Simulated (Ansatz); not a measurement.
Reaction (ligand exchange at the Al–F bond): `[F][Al]([Cl])[Cl]` + NH₃ → `[NH2][Al]([Cl])[Cl]` + H–F

Program: Ansatz. Geometries: PBE0-D4/def2-TZVP. ΔE: electronic, gas phase. CCSD(T)/CBS is the MP2 limit (def2-TZVPP, def2-QZVPP) plus CCSD(T) − MP2 in def2-TZVPP, frozen cores. This one scheme is used for every species. DFT in def2-TZVPP. B3LYP here is the variant with VWN-RPA as its local correlation; programs differ in this. HSE06 is defined as in plane-wave codes. Each species was taken in one conformer, which may not be the lowest.

(1) Is it downhill or uphill in electronic energy at CCSD(T)/CBS, and by how much? (Best estimate.)

(2) What do these levels give: LDA (SPW92), BLYP-D4, HSE06-D4, BHLYP-D4, ωB97X-V, PBE-QIDH, PBE, PBE0, B3LYP, r2SCANh, CAM-B3LYP, LC-ωPBE? (Best estimate.)

Largest T1 diagnostic among the species: 0.010.

## Answers

(1) Computed: Uphill: ΔE = +18.8 kcal/mol.

(2) The calculation gave: LDA (SPW92) 17.0, BLYP-D4 19.7, HSE06-D4 18.0, BHLYP-D4 19.4, ωB97X-V 19.2, PBE-QIDH 18.4, PBE 19.1, PBE0 18.6, B3LYP 20.4, r2SCANh 19.6, CAM-B3LYP 20.2, LC-ωPBE 19.0 kcal/mol.

Leaving LDA and LC-ωPBE aside and taking each functional with its dispersion term where it has one, the values, not all of them listed here, spread over 2.8 kcal/mol, from HSE06-D4 to B97M-V. LDA lies −2.1 kcal/mol from PBE without D4. At CCSD(T), def2-SVP lies +1.8 kcal/mol from the extrapolated value and def2-TZVPP −0.1 kcal/mol. In def2-TZVPP, CCSD(T) changes the Hartree–Fock value by −2.1 kcal/mol (the triples alone add −0.3 kcal/mol) and MP2 by −2.4 kcal/mol.
